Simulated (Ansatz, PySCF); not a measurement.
Reaction (SMILES): CC(N)=O → N[C]=O + [CH3] (CH3) (the C-C bond at the site shown breaks; other sites are not compared here)
Structures are relaxed separately at B3LYP-D3(BJ)/def2-TZVP in Ansatz (a first-principles code), one conformer each, not searched for the lowest.

Wanted: bond dissociation energy (0 K, with B3LYP-D3(BJ) harmonic zero-point energies from PySCF), in eV. Cores are frozen in the correlated levels unless marked. UHF or UKS for open shells. Spin-orbit coupling is left out. No relativistic terms. Basis-set limits of correlation are two-point, X^-3; Hartree-Fock from the larger set. [CCSD(T)-MP2]/basis is that difference in the basis named.

```tsv
level	program	bond dissociation energy (eV)
HF-D4/def2-TZVPD	PySCF + dftd4	?
SVWN5/def2-TZVPD	Ansatz	4.36
PBE0/6-31G*	Ansatz	?
BHLYP-D3(BJ)/def2-TZVPD	Ansatz + dftd3	?
r2SCAN0-D4/def2-TZVPD	Ansatz + dftd4	3.46
HSE06/def2-TZVPD	Ansatz	3.61
LC-wPBE-D4/def2-TZVPD	Ansatz + dftd4	3.66
RI-MP2/CBS(cc-pVTZ,cc-pVQZ)+[CCSD(T)-MP2]/cc-pVTZ	Ansatz	?
```

Fill in the missing entries.


- HF-D4/def2-TZVPD, bond dissociation energy (eV): 2.84
- PBE0/6-31G*, bond dissociation energy (eV): 3.75
- BHLYP-D3(BJ)/def2-TZVPD, bond dissociation energy (eV): 3.51
- RI-MP2/CBS(cc-pVTZ,cc-pVQZ)+[CCSD(T)-MP2]/cc-pVTZ, bond dissociation energy (eV): 3.77
